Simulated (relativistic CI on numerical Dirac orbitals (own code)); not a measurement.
# How well does a small relativistic CI reproduce Ni5+?

Method of calculation: Dirac-Coulomb-Breit CI, KLI orbitals optimised for each configuration, model QED (radiative potential, 1s self-energy scaled to tabulated hydrogen-like ionisation energies), valence Slater integrals scaled by 0.85, P86 correlation energy added to each configuration (own radial code, finite nucleus).

CI space (outside the closed core [Ne]): 3s2 3p6 3d5, 3s2 3p6 3d4 4s, 3s2 3p5 3d6, 3s2 3p6 3d4 4p, 3s2 3p6 3d4 4d, 3s2 3p6 3d4 5s, 3s 3p6 3d6, 3s2 3p6 3d4 5p, 3s2 3p6 3d4 4f, 3s2 3p6 3d4 5d, 3s2 3p6 3d4 5f, 3s2 3p6 3d4 5g, 3s2 3p6 3d3 4s 4p, 3s2 3p6 3d3 4s2, 3s2 3p6 3d2 4s2 4p, 3s2 3p6 3d2 4s2 4d, 3s2 3p6 3d2 4s2 5s, 3p6 3d7, 3p5 3d8. Double excitations out of closed p, d and f shells are left out; levels of such configurations are missing from the list, as are those of other unlisted configurations, and high levels can miss mixing partners.

| Configuration | Term (tabulated) | J | Measured (cm⁻¹) | Computed | Error | Purity (%) |
| --- | --- | --- | --- | --- | --- | --- |
| 3s2 3p6 3d5 | 6S | 5/2 | 0.0 | 0 | 0 | 100 |
| 3s2 3p6 3d5 | 4G | 11/2 | 41920.9 | 39272 | -2649 | 100 |
| 3s2 3p6 3d5 | 4P | 5/2 | 45884.2 | 44189 | -1695 | 88 |
| 3s2 3p6 3d5 | 4P | 3/2 | 46104.4 | 44418 | -1687 | 91 |
| 3s2 3p6 3d5 | 4P | 1/2 | 46324.8 | 44660 | -1665 | 96 |
| 3s2 3p6 3d5 | 4D | 7/2 | 50331.0 | 48076 | -2255 | 99 |
| 3s2 3p6 3d5 | 2I | 11/2 | 61196.0 | 56668 | -4528 | 98 |
| 3s2 3p6 3d5 | 2I | 13/2 | 61279.5 | 56736 | -4543 | 100 |
| 3s2 3p6 3d5 | 2D3 | 5/2 | 64152.4 | 61420 | -2732 | 66 |
| 3s2 3p6 3d5 | 2D3 | 3/2 | 65173.5 | 62475 | -2699 | 91 |
| 3s2 3p6 3d5 | 2F1 | 7/2 | 67085.1 | 64064 | -3022 | 94 |
| 3s2 3p6 3d5 | 2H | 9/2 | 72908.8 | 68847 | -4062 | 77 |
| 3s2 3p6 3d5 | 2H | 11/2 | 73756.6 | 69585 | -4171 | 98 |
| 3s2 3p6 3d5 | 2G2 | 7/2 | 74627.7 | 70701 | -3927 | 97 |
| 3s2 3p6 3d5 | 2G2 | 9/2 | 75441.7 | 71442 | -4000 | 74 |
| 3s2 3p6 3d5 | 2F2 | 5/2 | 79391.4 | 75682 | -3709 | 98 |
| 3s2 3p6 3d5 | 2F2 | 7/2 | 79608.3 | 75906 | -3702 | 98 |
| 3s2 3p6 3d5 | 2S | 1/2 | 86532.1 | 83128 | -3405 | 99 |
| 3s2 3p6 3d5 | 2D2 | 3/2 | 96461.2 | 92597 | -3864 | 100 |
| 3s2 3p6 3d5 | 2D2 | 5/2 | 96566.5 | 92703 | -3864 | 99 |
| 3s2 3p6 3d5 | 2P | 3/2 | 129951.6 | 124964 | -4987 | 99 |
| 3s2 3p6 3d5 | 2P | 1/2 | 130025.9 | 125037 | -4989 | 100 |
| 3s2 3p6 3d5 | 2D1 | 5/2 | 140922.2 | 135575 | -5347 | 100 |
| 3s2 3p6 3d5 | 2D1 | 3/2 | 141006.8 | 135673 | -5334 | 99 |
| 3s2 3p6 3d4 4s | 6D | 1/2 | 295882.7 | 300189 | 4306 | 100 |
| 3s2 3p6 3d4 4s | 6D | 3/2 | 296198.1 | 300497 | 4299 | 100 |
| 3s2 3p6 3d4 4s | 6D | 5/2 | 296696.7 | 300986 | 4290 | 100 |
| 3s2 3p6 3d4 4s | 6D | 7/2 | 297350.5 | 301627 | 4276 | 100 |
| 3s2 3p6 3d4 4s | 6D | 9/2 | 298130.5 | 302391 | 4260 | 100 |
| 3s2 3p6 3d4 4s | 4D | 1/2 | 307843.9 | 311811 | 3967 | 99 |
| 3s2 3p6 3d4 4s | 4D | 3/2 | 308323.8 | 312282 | 3958 | 99 |
| 3s2 3p6 3d4 4s | 4D | 5/2 | 309054.9 | 313000 | 3945 | 100 |
| 3s2 3p6 3d4 4s | 4D | 7/2 | 309977.1 | 313904 | 3926 | 99 |
| 3s2 3p6 3d4 4s | 4P | 1/2 | 328437.2 | 332018 | 3581 | 98 |
| 3s2 3p6 3d4 4s | 4H | 7/2 | 329486.2 | 330328 | 842 | 98 |
| 3s2 3p6 3d4 4s | 4H | 9/2 | 329754.2 | 330597 | 843 | 97 |
| 3s2 3p6 3d4 4s | 4P | 3/2 | 330001.6 | 333514 | 3513 | 98 |
| 3s2 3p6 3d4 4s | 4H | 11/2 | 330141.0 | 330948 | 807 | 98 |
| 3s2 3p6 3d4 4s | 4H | 13/2 | 330580.5 | 331341 | 761 | 99 |
| 3s2 3p6 3d4 4s | 4F | 7/2 | 332175.4 | 334908 | 2733 | 88 |
| 3s2 3p6 3d4 4s | 4F | 9/2 | 332343.6 | 335060 | 2716 | 87 |
| 3s2 3p6 3d4 4s | 4P | 5/2 | 332344.8 | 335804 | 3459 | 99 |
| 3s2 3p6 3d4 4s | 4G | 5/2 | 335384.5 | 337615 | 2231 | 89 |
| 3s2 3p6 3d4 4s | 4G | 7/2 | 335976.0 | 338185 | 2209 | 87 |
| 3s2 3p6 3d4 4s | 4G † | 9/2 | 336344.9 | 338619 | 2275 | 87 |
| 3s2 3p6 3d4 4s | 2P | 1/2 | 336404.8 | 339718 | 3313 | 97 |
| 3s2 3p6 3d4 4s | 4G † | 11/2 | 336430.4 | 339171 | 2741 | 70 |
| 3s2 3p6 3d4 4s | 2H † | 9/2 | 337007.7 | 337537 | 529 | 93 |
| 3s2 3p6 3d4 4s | 2H † | 11/2 | 337993.9 | 337894 | -100 | 70 |
| 3s2 3p6 3d4 4s | 2P | 3/2 | 339260.1 | 342490 | 3230 | 97 |
| 3s2 3p6 3d4 4s | 2F | 7/2 | 339335.8 | 341891 | 2555 | 85 |
| 3s2 3p6 3d4 4s | 2F | 5/2 | 339482.4 | 342072 | 2589 | 96 |
| 3s2 3p6 3d4 4s | 2G | 7/2 | 343052.0 | 345074 | 2022 | 90 |
| 3s2 3p6 3d4 4s | 2G | 9/2 | 343842.6 | 345732 | 1889 | 98 |

Measured levels from Corliss and Sugar, J. Phys. Chem. Ref. Data 10, 197 (1981); pairs were made by configuration, J and term (by order where the table uses no LS term), so strongly mixed levels may be paired wrongly. Some J values or terms of the table were assigned by a fit.

Mean error by configuration (cm⁻¹): 3s2 3p6 3d5 -3601; 3s2 3p6 3d4 4s 2943. Over the excited levels the mean absolute error is 3252 cm⁻¹ (53 of the 54 excited levels that our extract of the source holds in range could be paired, and the others can miss by more), and the median relative error of those above 1,000 cm⁻¹ is 1.5 %. Some levels of the ground configuration have no partner. † marks terms whose computed intervals miss the measured ones by more than a factor of 2.5, or configurations far off the rest, from wrong mixing, a near crossing or a doubtful label or measurement; they are left out of the means.
